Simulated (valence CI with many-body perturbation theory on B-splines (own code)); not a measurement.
**Forbidden lines of Lu22+**

Level of theory: relativistic CI+MBPT: three valence electrons over a frozen Dirac-Fock core [Kr] 4d10, a basis of 7 s, 7 p, 7 d, 7 f, 4 g, 2 h functions for each j, with the one-electron correlation potential Σ1 (screened to all orders), the two-electron term Σ2, the three-electron term Σ3, Breit, model QED; selected single and double excitations, second order for the rest, scaled by the run's own slope (own B-spline code, finite nucleus).

No measured levels were compared; by estimate terms of the open shell hold to a few per cent of their energy, and close levels can change places. Excitations out of the core, of the other parity, are not computed and may begin above about 148 eV (a cautious bound); beyond it only levels of the ground parity were kept, without lifetimes.

Lines 1 to 50 of 120 in falling wavelength, among levels below 147.69 eV, chosen from the decays that carry over 1 % of a level's rate. Wavelengths and rates use the calculated energies, so an error of 2000 cm⁻¹ moves a line at 28720 Å by 57 % and its rate by three times that or more. S is in atomic units (e²a₀⁴ for E2 and M2, e²a₀⁶ for E3), for M1 in squared Bohr magnetons. Weak lines are less certain than strong ones. Lines between different terms over intervals too small for the method are left out, as are lines whose strength nearly cancels. Where a level lies close to another of its J and parity, the split of strength between their lines is uncertain.

Levels are named by their leading jj configuration (3d3/2^4 stands for four electrons in 3d with j = 3/2), which in mixed levels can hold well under half, so a name can repeat and another be missing. Letters in brackets count levels of one name in rising energy.

```csv
λ vac (Å),Upper,Lower,Type,A (s⁻¹),S (a.u.)
28720,(4f5/2^2 4f7/2) J=5/2 [b],(4f5/2^2 4f7/2) J=7/2 [a],M1,2.90e-01,1.53e+00
24490,(4f5/2^2 4f7/2) J=3/2 [a],(4f5/2^2 4f7/2) J=5/2 [a],M1,3.47e-01,7.55e-01
22030,(4f5/2^2 4f7/2) J=7/2 [a],(4f5/2^2 4f7/2) J=5/2 [a],M1,1.90e+00,6.01e+00
19020,(4f5/2^2 4f7/2) J=3/2 [b],(4f5/2^2 4f7/2) J=5/2 [c],M1,2.66e+00,2.71e+00
16910,(4f5/2^2 4f7/2) J=7/2 [b],(4f5/2^2 4f7/2) J=5/2 [b],M1,3.89e+00,5.58e+00
12470,(4f5/2^2 4f7/2) J=5/2 [b],(4f5/2^2 4f7/2) J=5/2 [a],M1,9.37e-01,4.04e-01
11810,(4f5/2 4f7/2^2) J=11/2 [b],(4f5/2^2 4f7/2) J=11/2 [b],M1,5.89e+00,4.31e+00
11790,(4f5/2^2 4f7/2) J=7/2 [a],(4f5/2^2 4f7/2) J=9/2,M1,5.88e+00,2.85e+00
11720,(4f5/2 4f7/2^2) J=1/2,(4f5/2^2 4f7/2) J=3/2 [b],M1,2.40e+01,2.87e+00
11180,(4f5/2^2 4f7/2) J=11/2 [b],(4f5/2 4f7/2^2) J=9/2 [b],M1,1.35e+01,8.39e+00
10640,(4f5/2^2 4f7/2) J=7/2 [b],(4f5/2^2 4f7/2) J=7/2 [a],M1,4.73e+00,1.69e+00
10600,(4f5/2^2 4f7/2) J=5/2 [a],(4f5/2^3) J=3/2,M1,2.57e+01,6.83e+00
10600,(4f5/2 4f7/2^2) J=13/2 [b],(4f5/2 4f7/2^2) J=11/2 [b],M1,6.70e+00,4.14e+00
9811,(4f5/2^2 4f7/2) J=15/2,(4f5/2^2 4f7/2) J=13/2,M1,9.55e+00,5.35e+00
9789,(4f5/2 4f7/2^2) J=9/2 [a],(4f5/2^2 4f7/2) J=7/2 [a],M1,1.39e+01,4.82e+00
8849,(4f5/2^2 4f7/2) J=3/2 [b],(4f5/2^2 4f7/2) J=1/2,M1,4.42e+00,4.54e-01
8805,(4f5/2 4f7/2^2) J=15/2 [a],(4f5/2 4f7/2^2) J=13/2 [a],M1,4.37e+01,1.77e+01
8394,(4f5/2 4f7/2^2) J=9/2 [b],(4f5/2 4f7/2^2) J=9/2 [a],M1,3.42e+00,7.49e-01
7929,(4f5/2 4f7/2^2) J=13/2 [a],(4f5/2^2 4f7/2) J=11/2 [a],M1,9.01e+01,2.33e+01
7853,(4f5/2 4f7/2^2) J=9/2 [b],(4f5/2^2 4f7/2) J=7/2 [b],M1,5.89e+01,1.06e+01
7400,(4f5/2^2 4f7/2) J=3/2 [a],(4f5/2^3) J=3/2,M1,2.41e+01,1.45e+00
7177,(4f5/2^2 4f7/2) J=7/2 [b],(4f5/2^2 4f7/2) J=5/2 [a],M1,4.17e+01,4.57e+00
7112,(4f5/2^2 4f7/2) J=11/2 [a],(4f5/2^3) J=9/2,M1,1.08e+02,1.72e+01
6605,(4f5/2 4f7/2^2) J=7/2 [b],(4f5/2 4f7/2^2) J=5/2 [a],M1,3.36e+01,2.87e+00
6567,(4f5/2 4f7/2^2) J=5/2 [a],(4f5/2 4f7/2^2) J=3/2 [a],M1,3.37e+01,2.12e+00
6430,(4f5/2^2 4f7/2) J=3/2 [b],(4f5/2 4f7/2^2) J=3/2 [a],M1,9.43e-01,3.72e-02
6304,(4f7/2^3) J=9/2,(4f5/2 4f7/2^2) J=7/2 [a],M1,4.85e+01,4.50e+00
6282,(4f5/2 4f7/2^2) J=5/2 [a],(4f5/2 4f7/2^2) J=7/2 [a],M1,2.90e+00,1.60e-01
6216,(4f5/2 4f7/2^2) J=3/2 [b],(4f5/2^2 4f7/2) J=5/2 [c],M1,2.14e+01,7.64e-01
6166,(4f5/2 4f7/2^2) J=7/2 [a],(4f5/2^2 4f7/2) J=5/2 [b],M1,7.30e+01,5.08e+00
5742,(4f5/2 4f7/2^2) J=11/2 [b],(4f5/2 4f7/2^2) J=9/2 [b],M1,2.89e+01,2.44e+00
5730,(4f5/2^2 4f7/2) J=5/2 [b],(4f5/2^3) J=3/2,M1,9.17e+00,3.84e-01
5593,(4f5/2^2 4f7/2) J=7/2 [b],(4f5/2^2 4f7/2) J=9/2,M1,8.87e+00,4.60e-01
5585,(4f5/2 4f7/2^2) J=13/2 [b],(4f5/2^2 4f7/2) J=11/2 [b],M1,5.06e+00,4.57e-01
5357,(4f5/2^2 4f7/2) J=11/2 [b],(4f5/2 4f7/2^2) J=11/2 [a],M1,1.47e+01,1.00e+00
5348,(4f5/2 4f7/2^2) J=9/2 [a],(4f5/2^2 4f7/2) J=9/2,M1,8.93e+01,5.06e+00
5076,(4f5/2 4f7/2^2) J=7/2 [a],(4f5/2^2 4f7/2) J=7/2 [a],M1,4.68e+01,1.82e+00
5042,(4f5/2 4f7/2^2) J=1/2,(4f5/2^2 4f7/2) J=1/2,M1,1.45e+01,1.38e-01
4982,(4f5/2 4f7/2^2) J=7/2 [b],(4f5/2^2 4f7/2) J=5/2 [c],M1,4.23e+01,1.55e+00
4797,(4f5/2 4f7/2^2) J=3/2 [a],(4f5/2^2 4f7/2) J=3/2 [a],M1,1.43e+02,2.34e+00
4794,(4f5/2^2 4f7/2) J=11/2 [b],(4f5/2 4f7/2^2) J=9/2 [a],M1,9.70e-01,4.75e-02
4786,(4f5/2 4f7/2^2) J=11/2 [a],(4f5/2^2 4f7/2) J=9/2,M1,7.69e+01,3.75e+00
4696,(4f5/2^2 4f7/2) J=5/2 [c],(4f5/2^2 4f7/2) J=7/2 [b],M1,2.15e+01,4.96e-01
4519,(4f5/2 4f7/2^2) J=9/2 [b],(4f5/2^2 4f7/2) J=7/2 [a],M1,1.15e+01,3.93e-01
4518,(4f5/2 4f7/2^2) J=3/2 [b],(4f5/2^2 4f7/2) J=1/2,M1,7.73e+01,1.06e+00
4418,(4f5/2^2 4f7/2) J=9/2,(4f5/2^2 4f7/2) J=11/2 [a],M1,3.40e+01,1.09e+00
4319,(4f7/2^3) J=9/2,(4f5/2 4f7/2^2) J=11/2 [a],M1,3.02e+01,9.02e-01
4250,(4f5/2 4f7/2^2) J=15/2 [b],(4f5/2^2 4f7/2) J=15/2,M1,8.93e+01,4.07e+00
4152,(4f5/2 4f7/2^2) J=1/2,(4f5/2 4f7/2^2) J=3/2 [a],M1,2.74e+01,1.46e-01
4126,(4f5/2 4f7/2^2) J=7/2 [a],(4f5/2^2 4f7/2) J=5/2 [a],M1,4.67e+01,9.73e-01
```
